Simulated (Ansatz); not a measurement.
**Ligand exchange: BF3 + NaOH → B(OH)F2 + NaF**

Species: BF3 (boron trifluoride) `FB(F)F`, singlet; NaOH `[OH][Na]`, singlet; B(OH)F2 (difluorohydroxyborane), singlet; NaF, singlet. The partners trade F for OH: B–F and Na–OH bonds give way to B–OH and Na–F.

Shapes, held fixed at every level: PBE0-D4/def2-TZVP. Programs: Ansatz 0.2.0. The zero-point and thermal change to 298 K, harmonic and unscaled (PBE0-D4/def2-TZVP), is +3.6 kJ/mol.

(1) Estimate ΔH(298 K) of this reaction.

## Answers

(1) The highest level, CCSD(T)/def2-TZVPP, gives ΔH(298 K) = -60.1 kJ/mol; the levels span -71.6 to -60.1. The column of differences is taken from that level and isn't an error. No measured value is set beside it here. Outer-core shells of Na are correlated in most correlated rows, in sets that cover them unevenly.

| level | kind | ΔH(298 K) (kJ/mol) | less CCSD(T)/def2-TZVPP |
| --- | --- | --- | --- |
| HF/def2-SVP | Hartree–Fock | -71.6 | -11.5 |
| HF/def2-TZVPP | Hartree–Fock | -63.8 | -3.7 |
| BHLYP-D4/def2-TZVPP | global hybrid | -66.8 | -6.7 |
| wB97X-V/def2-TZVPP | range-separated hybrid | -67.3 | -7.2 |
| MP2/def2-SVP | perturbation theory | -65.7 | -5.6 |
| CCSD/def2-SVP | coupled cluster or CI | -67.4 | -7.3 |
| CCSD/def2-TZVPP | coupled cluster or CI | -60.4 | -0.3 |
| CCSD(T)/def2-TZVPP | coupled cluster or CI | -60.1 | 0.0 |
